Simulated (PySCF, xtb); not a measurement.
Al(H)(NH2)(NMe2) (C2H9AlN2), SMILES C[N](C)[AlH][NH2]. Other conformers were not sampled.

Harmonic wavenumbers (cm⁻¹) from xtb 6.7.1 with GFN2-xTB at its own minimum, in rising order: 43, 113, 116, 201, 203, 259, 287, 327, 402, 430, 458, 581, 658, 828, 981, 1040, 1091, 1126, 1178, 1257, 1402, 1412, 1468, 1477, 1478, 1501, 1508, 1856, 2868, 2873, 2899, 2908, 2950, 2990, 3400, 3418.

Question: What does PySCF with TPSSh-D3(BJ)/def2-SVP give at its own minimum? (Estimate from the structure and the level; the computed values follow.)

Answer: 66, 136, 183, 227, 256, 268, 319, 341, 374, 501, 570, 613, 728, 835, 1017, 1087, 1112, 1167, 1219, 1310, 1439, 1467, 1467, 1475, 1500, 1519, 1544, 1973, 2949, 2957, 2994, 3003, 3094, 3095, 3558, 3643. Paired by order, the mean absolute difference is 58 cm⁻¹ and the zero-point energies are 68.6 and 71.5 kcal/mol.
